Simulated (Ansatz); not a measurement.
Z-matrix (Å, degrees):
```
Al
Se 1 2.314
Se 1 2.315 2 124.0
Se 1 2.312 2 116.7 3 179.9
H 2 1.469 1 91.7 3 -0.8
H 3 1.469 1 92.1 2 -0.8
H 4 1.470 1 91.0 2 179.2
```

The species carries charge 0 and has multiplicity 1.

(1) List the ωB97M-V/def2-TZVPP orbital energies in eV (the Gaussian-basis code of Ansatz). (An estimate is asked.)

## Answers

(1) Ansatz gave: Occupied: -12368.31, -12368.27, -12368.22, -1588.61, -1588.58, -1588.52, -1533.57, -1423.37, -1423.34, -1423.34, -1423.31, -1423.30, -1423.28, -1423.28, -1423.25, -1423.22, -218.06, -218.02, -217.97, -161.00, -160.97, -160.91, -160.88, -160.85, -160.79, -160.77, -160.74, -160.68, -118.08, -77.69, -77.58, -77.58, -60.91, -60.88, -60.87, -60.84, -60.82, -60.78, -60.78, -60.74, -60.69, -60.69, -60.68, -60.65, -60.64, -60.59, -60.59, -22.76, -22.28, -22.26, -14.34, -13.66, -13.09, -12.72, -10.70, -10.49, -10.38, -9.50, -9.43. Lowest empty: 0.69, 0.77, 0.98, 1.87, 2.34, 2.73, 3.89, 4.23.
